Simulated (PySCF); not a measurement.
C2H5O2, SMILES O[CH]CO, multiplicity 2. Geometry optimised at B3LYP-D3(BJ)/def2-SVP. The isomer is the one that the SMILES or the coordinates give; other isomers of the formula were not compared. One conformer was computed; it need not be the lowest.

Computed equilibrium geometry at B3LYP-D3(BJ)/def2-SVP (PySCF confirms it by a frequency run) as a Z-matrix (one conformer of several):
```
C
O 1 1.3703
H 2 0.9652 1 109.93
H 1 1.0979 2 117.79 3 -33.23
C 1 1.4898 4 121.14 2 146.26
H 5 1.1023 1 109.24 4 39.39
O 5 1.4124 6 108.08 1 -122.92
H 7 0.9674 5 106.36 6 165.74
H 5 1.1185 6 106.39 7 -118.56
```
Charge 0, spin multiplicity 2.
